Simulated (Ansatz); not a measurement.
Ansatz (a program for electronic structure) job for Sc(OH)3 (H₃O₃Sc), SMILES [OH][Sc]([OH])[OH], PBE-D3(BJ)/def2-SVP. 

Ansatz 0.2 input:
```yaml
crystal:
  periodic: [false, false, false]
  atoms:
    - {symbol: Sc, position_ang: [-0.00000000, -0.00000000, -0.00000000]}
    - {symbol: O, position_ang: [1.58738065, -0.99743129, 0.00000000]}
    - {symbol: H, position_ang: [2.05216296, -1.83810458, -0.00000000]}
    - {symbol: O, position_ang: [-1.65749116, -0.87599632, -0.00000000]}
    - {symbol: H, position_ang: [-2.61792674, -0.85817297, 0.00000001]}
    - {symbol: O, position_ang: [0.07011051, 1.87342762, 0.00000000]}
    - {symbol: H, position_ang: [0.56576379, 2.69627755, 0.00000000]}
basis:
  gaussian:
    orbitals: def2-SVP
hamiltonian:
  xc: pbe
  dispersion: d3bj
relax: {f_tol: 0.002, max_steps: 200}
```

It prints:

```
WARN ansatz: RAYON_NUM_THREADS=1 ignored (pool sized by the plan → 1); use --threads N
Functional definition: PBE
integrals: 0.04 GiB planned
985 factors; their error is unknown
mean field: 0.21 GiB planned
mean field evaluation 1: about -26855.2712 eV, gradient 1.1e2 eV
mean field evaluation 2: about -26436.8815 eV, gradient 4.3e2 eV
mean field evaluation 4: about -26873.0470 eV, gradient 2.8e1 eV
mean field evaluation 8: about -26874.9958 eV, gradient 7.3e-2 eV
mean field evaluation 16: about -26874.9959 eV, gradient 3.7e-5 eV
mean field -26874.99585934 eV, -987.6378813042 hartree, gradient 3.7e-5 eV, S^2 0.000000; 0 other end points of the search recorded, 0 dependent functions left out
the calculation of the forces begins
reference -26874.99596841 eV, -987.6378853125 hartree; 24, 24 occupied and 64, 64 virtual orbitals, 985 factors
relax step   1: F+E_penalty+E_count = -26875.08739853 eV  Δ(F+E_penalty+E_count) = +0.000e0 eV  max|allowed force component| = 4.020e-1 eV/Å  Δτ_max = 0.0000 Å  (27 SCF iters, accepted)
these checks for a lower state are left out or cut short: starts, cluster_reference, orbital_swaps, neighbouring_geometries, increment
integrals: 0.04 GiB planned
985 factors; their error is unknown
mean field: 0.21 GiB planned
mean field -26875.00090724 eV, -987.6380668114 hartree, gradient 1.2e-5 eV, S^2 0.000000; 0 other end points of the search recorded, 0 dependent functions left out
the calculation of the forces begins
reference -26875.00101604 eV, -987.6380708095 hartree; 24, 24 occupied and 64, 64 virtual orbitals, 985 factors
relax step   2: F+E_penalty+E_count = -26875.09235136 eV  Δ(F+E_penalty+E_count) = -4.953e-3 eV  max|allowed force component| = 9.884e-2 eV/Å  Δτ_max = 0.0059 Å  (28 SCF iters, accepted)
these checks for a lower state are left out or cut short: starts, cluster_reference, orbital_swaps, neighbouring_geometries, increment
integrals: 0.04 GiB planned
985 factors; their error is unknown
mean field: 0.21 GiB planned
mean field evaluation 32: about -26875.0019 eV, gradient 1.2e-5 eV
mean field -26875.00191656 eV, -987.6381039031 hartree, gradient 1.2e-5 eV, S^2 0.000000; 0 other end points of the search recorded, 0 dependent functions left out
the calculation of the forces begins
reference -26875.00202517 eV, -987.6381078942 hartree; 24, 24 occupied and 64, 64 virtual orbitals, 985 factors
relax step   3: F+E_penalty+E_count = -26875.09335205 eV  Δ(F+E_penalty+E_count) = -1.001e-3 eV  max|allowed force component| = 4.752e-2 eV/Å  Δτ_max = 0.0041 Å  (28 SCF iters, accepted)
these checks for a lower state are left out or cut short: starts, cluster_reference, orbital_swaps, neighbouring_geometries, increment
integrals: 0.04 GiB planned
985 factors; their error is unknown
mean field: 0.21 GiB planned
mean field -26875.00410298 eV, -987.6381842523 hartree, gradient 6.3e-6 eV, S^2 0.000000; 0 other end points of the search recorded, 0 dependent functions left out
the calculation of the forces begins
reference -26875.00421111 eV, -987.6381882261 hartree; 24, 24 occupied and 64, 64 virtual orbitals, 985 factors
relax step   4: F+E_penalty+E_count = -26875.09554570 eV  Δ(F+E_penalty+E_count) = -2.194e-3 eV  max|allowed force component| = 1.826e-1 eV/Å  Δτ_max = 0.0207 Å  (27 SCF iters, accepted)
these checks for a lower state are left out or cut short: starts, cluster_reference, orbital_swaps, neighbouring_geometries, increment
integrals: 0.04 GiB planned
985 factors; their error is unknown
mean field: 0.21 GiB planned
mean field -26875.00682913 eV, -987.6382844367 hartree, gradient 1.1e-5 eV, S^2 0.000000; 0 other end points of the search recorded, 0 dependent functions left out
the calculation of the forces begins
reference -26875.00693634 eV, -987.6382883764 hartree; 24, 24 occupied and 64, 64 virtual orbitals, 985 factors
relax step   5: F+E_penalty+E_count = -26875.09859424 eV  Δ(F+E_penalty+E_count) = -3.049e-3 eV  max|allowed force component| = 9.202e-2 eV/Å  Δτ_max = 0.0295 Å  (28 SCF iters, accepted)
these checks for a lower state are left out or cut short: starts, cluster_reference, orbital_swaps, neighbouring_geometries, increment
integrals: 0.04 GiB planned
985 factors; their error is unknown
mean field: 0.21 GiB planned
mean field -26875.00740902 eV, -987.6383057471 hartree, gradient 1.1e-5 eV, S^2 0.000000; 0 other end points of the search recorded, 0 dependent functions left out
the calculation of the forces begins
reference -26875.00751615 eV, -987.6383096840 hartree; 24, 24 occupied and 64, 64 virtual orbitals, 985 factors
relax step   6: F+E_penalty+E_count = -26875.09934928 eV  Δ(F+E_penalty+E_count) = -7.550e-4 eV  max|allowed force component| = 1.924e-3 eV/Å  Δτ_max = 0.0092 Å  (28 SCF iters, accepted)
integrals: 0.04 GiB planned
985 factors; their error is unknown
mean field: 0.21 GiB planned
mean field evaluation 64: about -26874.9507 eV, gradient 5.8e0 eV
mean field -26875.00740902 eV, -987.6383057471 hartree, gradient 1.1e-5 eV, S^2 0.000000; 1 other end points of the search recorded, 0 dependent functions left out
the calculation of the forces begins
reference -26875.00751615 eV, -987.6383096840 hartree; 24, 24 occupied and 64, 64 virtual orbitals, 985 factors
Total energy: -26875.09945641 eV, -987.6416884263 hartree
Atom 0 at     0.000000     0.000014     0.000000 Å, force    -0.000012     0.000028     0.000000 eV/Å
Atom 1 at     1.624814    -0.950788    -0.000000 Å, force     0.000268    -0.000104    -0.000000 eV/Å
Atom 2 at     1.998919    -1.844935    -0.000000 Å, force    -0.001472     0.001312    -0.000000 eV/Å
Atom 3 at    -1.635808    -0.931737     0.000000 Å, force    -0.000198    -0.000222     0.000000 eV/Å
Atom 4 at    -2.597224    -0.808722     0.000000 Å, force     0.001865     0.000645    -0.000000 eV/Å
Atom 5 at     0.011016     1.882542     0.000000 Å, force    -0.000074     0.000267    -0.000000 eV/Å
Atom 6 at     0.598282     2.653625    -0.000000 Å, force    -0.000378    -0.001924     0.000000 eV/Å
Dipole moment:    -0.000024    -0.000004    -0.000000 e Å
```

The calculation finished and met its thresholds.

Cost: very roughly 12 core-seconds.
